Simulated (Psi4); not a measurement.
BrFSn (SMILES [F][Sn][Br]), singlet, geometry from GFN2-xTB (such geometries of metal compounds can be far from the true shape) (core potentials on Sn); Psi4 with R2SCAN/def2-TZVPPD.

Input for Psi4:
```
memory 2 GB

molecule mol {
0 1
Sn    0.431563   -0.363783    0.740093
F     1.584734   -1.439225   -0.598224
Br   -1.024022    0.889776   -0.903447
}

set {
  basis def2-tzvppd
  reference rks
}

energy('r2scan')
print_variables()
```

The log (banner, timings and long lists left out):

```
   => Loading Basis Set <=

    Name: DEF2-TZVPPD
    Role: ORBITAL
    Keyword: BASIS

    !!!  WARNING: ECP capability is in beta. Please check occupations closely.  !!!

         ---------------------------------------------------------
                                   SCF
               by Justin Turney, Rob Parrish, Andy Simmonett
                          and Daniel G. A. Smith
                              RKS Reference
         ---------------------------------------------------------

  ==> Geometry <==

    Molecular point group: cs
    Full point group: Cs

    Geometry (in Angstrom), charge = 0, multiplicity = 1:

       Center              X                  Y                   Z               Mass
    ------------   -----------------  -----------------  -----------------  -----------------
         SN          -0.558347888534     0.712395031977     0.000000000000   119.902201630000
         F           -2.134867301527    -0.626282592976     0.000000000000    18.998403162730
         BR           1.362246267134    -0.931587838834     0.000000000000    78.918337600000

  Running in cs symmetry.

  Rotational constants: A =      0.26291  B =      0.04913  C =      0.04140 [cm^-1]
  Rotational constants: A =   7881.78234  B =   1473.01856  C =   1241.07523 [MHz]
  Nuclear repulsion =  259.319597796257824

  Charge       = 0
  Multiplicity = 1
  Electrons    = 66
  Nalpha       = 33
  Nbeta        = 33

  ==> Algorithm <==

  SCF Algorithm Type is DF.
  DIIS enabled.
  MOM disabled.
  Fractional occupation disabled.
  Guess Type is SAD.
  Energy threshold   = 1.00e-06
  Density threshold  = 1.00e-06
  Integral threshold = 1.00e-12

  ==> Primary Basis <==

  Basis Set: DEF2-TZVPPD
    Blend: DEF2-TZVPPD
    Number of shells: 51
    Number of basis functions: 153
    Number of Cartesian functions: 177
    Spherical Harmonics?: true
    Max angular momentum: 3

  Core potential: DEF2-TZVPPD
    Number of shells: 4
    Number of ECP primitives: 18
    Number of ECP core electrons: 28
    Max angular momentum: 3

  ==> DFT Potential <==

   => LibXC <=

    Version 7.1.2
    S. Lehtola, C. Steigemann, M. J. T. Oliveira, and M. A. L. Marques,  SoftwareX 7, 1–5 (2018) (10.1016/j.softx.2017.11.002)

   => Composite Functional: R2SCAN <=

    r2SCAN Meta-GGA XC Functional  (0.1021/acs.jpclett.0c02405)
    J. W. Furness, A. D. Kaplan, J. Ning, J. P. Perdew, J. Sun  J. Phys. Chem. Lett.  11, 8208–8215, 2020

    Deriv               =              1
[...]
   @DF-RKS iter   5: -2888.47621157811727    2.03910e-04   6.12456e-04 DIIS/ADIIS
   @DF-RKS iter   6: -2888.47789309556083   -1.68152e-03   2.85984e-04 DIIS/ADIIS
   @DF-RKS iter   7: -2888.47835465019580   -4.61555e-04   8.97517e-05 DIIS
   @DF-RKS iter   8: -2888.47840031261558   -4.56624e-05   1.54435e-05 DIIS
   @DF-RKS iter   9: -2888.47840204638896   -1.73377e-06   2.78141e-06 DIIS
   @DF-RKS iter  10: -2888.47840209798960   -5.16006e-08   4.63214e-07 DIIS
  Energy and wave function converged.

  ==> Post-Iterations <==

   Electrons on quadrature grid:
      Ntotal   =   65.9999939330 ; deviation = -6.067e-06

    Orbital Energies [Eh]
    ---------------------

    Doubly Occupied:

[...]
    Virtual:

[...]
    Final Occupation by Irrep:
             Ap   App
    DOCC [    24,    9 ]
    NA   [    24,    9 ]
    NB   [    24,    9 ]

  @DF-RKS Final Energy: -2888.47840209798960

   => Energetics <=

    Nuclear Repulsion Energy =            259.3195977962578240
    One-Electron Energy =               -4616.7101729630894624
    Two-Electron Energy =                1588.8184317431660020
    DFT Exchange-Correlation Energy =    -119.9062586743239791
    Empirical Dispersion Energy =           0.0000000000000000
    VV10 Nonlocal Energy =                  0.0000000000000000
    Total Energy =                      -2888.4784020979896013

Computation Completed

Properties will be evaluated at   0.000000,   0.000000,   0.000000 [a0]

Properties computed using the SCF density matrix

 Multipole Moments:

 ------------------------------------------------------------------------------------
     Multipole            Electronic (a.u.)      Nuclear  (a.u.)        Total (a.u.)
 ------------------------------------------------------------------------------------

 L = 1.  Multiply by 2.5417464519 to convert [e a0] to [Debye]
 Dipole X            :        -30.2910688           30.5779610            0.2868922
 Dipole Y            :         44.0640297          -42.6500358            1.4139939
 Dipole Z            :          0.0000000            0.0000000            0.0000000
 Magnitude           :                                                    1.4428048

 ------------------------------------------------------------------------------------

  Variable Map:
  ----------------------------------------------------------------------------
[...]
  Array Variable Map:
  ----------------------------------------------------------------------------
[...]
[...]
```
